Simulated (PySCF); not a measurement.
## Mayer bond orders and bond lengths

Species: isopropyl propionate, C6H12O2.
Atom-mapped SMILES: `[CH3:1][CH2:2][C:3](=[O:4])[O:5][CH:6]([CH3:7])[CH3:8]` (hydrogens: H9, H10, H11 on C1; H12, H13 on C2; H14 on C6; H15, H16, H17 on C7; H18, H19, H20 on C8)

Geometry (GFN2-xTB, Å), atoms numbered from 1 in this order:
```xyz
20
C6H12O2 angstrom
C      3.3030    0.5878   -0.2761
C      1.9301    0.5085   -0.9270
C      0.8375    0.2492    0.0883
O      1.0008    0.1248    1.2730
O     -0.3498    0.1813   -0.5194
C     -1.5056   -0.0742    0.2975
C     -1.6414   -1.5739    0.5391
C     -2.7065    0.5004   -0.4395
H      3.5304   -0.3433    0.2365
H      4.0667    0.7748   -1.0268
H      3.3255    1.3890    0.4579
H      1.6878    1.4378   -1.4469
H      1.8929   -0.2949   -1.6658
H     -1.3578    0.4392    1.2568
H     -1.7260   -2.0958   -0.4116
H     -2.5267   -1.7735    1.1359
H     -0.7694   -1.9455    1.0718
H     -2.5699    1.5648   -0.6109
H     -3.6070    0.3478    0.1482
H     -2.8196    0.0063   -1.4010
```

Bond orders from the PBE0/pcSseg-1 density (PySCF). Isolated species at its GFN2-xTB geometry (one conformer only).

How far do the computed orders between heavy atoms stray from the drawn ones?

The largest departure is 0.201, at O5–C6 (drawn single, 0.799). Drawn single, order below 0.88: O5–C6 (0.799).

Set the Mayer orders of the bonds beside their lengths.

```
  bond  drawn as  length (Å)  Mayer order
 C1–C2    single       1.522        1.065
 C2–C3    single       1.514        0.963
 C3–O4    double       1.202        1.933
 C3–O5    single       1.336        1.102
 O5–C6    single       1.438        0.799
 C6–C7    single       1.525        1.047
 C6–C8    single       1.522        1.047
 C1–H9    single       1.087        0.965
C1–H10    single       1.087        0.965
C1–H11    single       1.087        0.965
C2–H12    single       1.092        0.932
C2–H13    single       1.092        0.934
C6–H14    single       1.098        0.933
C7–H15    single       1.088        0.958
C7–H16    single       1.086        0.962
C7–H17    single       1.087        0.960
C8–H18    single       1.087        0.966
C8–H19    single       1.086        0.959
C8–H20    single       1.087        0.960
```

Bonds between the same two heavy elements. C–C: lowest C2–C3 (0.963, 1.514 Å), highest C1–C2 (1.065, 1.522 Å); in 3 of the 6 pairs the longer bond (by over 0.003 Å) has the higher order (by 0.02 or more). C–O: lowest O5–C6 (0.799, 1.438 Å), highest C3–O4 (1.933, 1.202 Å).

Sum the orders of all bonds at each heavy atom with more than one neighbour and set the sums beside the valence in the SMILES.

C1 3.960 (drawn 4), C2 3.894 (drawn 4), C3 3.998 (drawn 4), O5 1.901 (drawn 2), C6 3.826 (drawn 4), C7 3.927 (drawn 4), C8 3.932 (drawn 4). Orders between atoms that aren't bonded are not in these sums.

For a closed shell the Mayer order of atoms A and B is Σ (PS)μν (PS)νμ over the basis functions μ on A and ν on B, with P the density and S the overlap matrix.
